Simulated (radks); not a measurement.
The numbers below are computed, except where a source is named.
The sulfur ion S3+, configuration [Ne] 3s2 3p1.

Code: a radial shooting solver on a logarithmic mesh with Libxc functionals. Model: non-relativistic Kohn-Sham, PBEsol, spin-unpolarised, spherical densities, point nucleus.

Energy parts (eV):
| part | energy |
|---|---|
| total | -10742.504 |
| kinetic | 10728.727 |
| electron-nucleus | -25058.067 |
| Hartree | 4229.472 |
| exchange-correlation | -642.635 |

Orbitals (lengths in bohr, moments of r in powers of bohr; <r^-3> diverges for s and p1/2):
orbital	occ.	eigenvalue (eV)	<r^4>	<r>	<r^2>	<r^-3>
1s	2	-2436.561	0.0004190	0.09740	0.01275	-
2s	2	-251.5838	0.1364	0.4805	0.2746	-
2p	6	-198.0795	0.1273	0.4417	0.2436	80.76
3s	2	-52.0105	10.97	1.525	2.657	-
3p	1	-40.2381	16.50	1.663	3.195	8.544
3d	0	-24.0310	39.48	1.992	4.693	0.5210
4s	0	-18.9246	268.7	3.496	13.74	-

The highest occupied level is 3p at -40.238 eV. Summed over all electrons, <r^2> = 10.55 bohr^2, which gives a Langevin (diamagnetic) susceptibility term of -8.35 x 10^-6 cm^3/mol. For comparison, the ionisation energy in NIST's Atomic Spectra Database is 47.22 eV (semi-empirical). In exact Kohn-Sham theory the highest level is minus the ionisation energy, but local and semilocal functionals leave it too shallow, through self-interaction and a potential that decays too fast; potentials with the right tail come closer.

Beside tabulated values, note that spin-unpolarised runs miss the spin-polarisation part of the exchange energy of open shells.
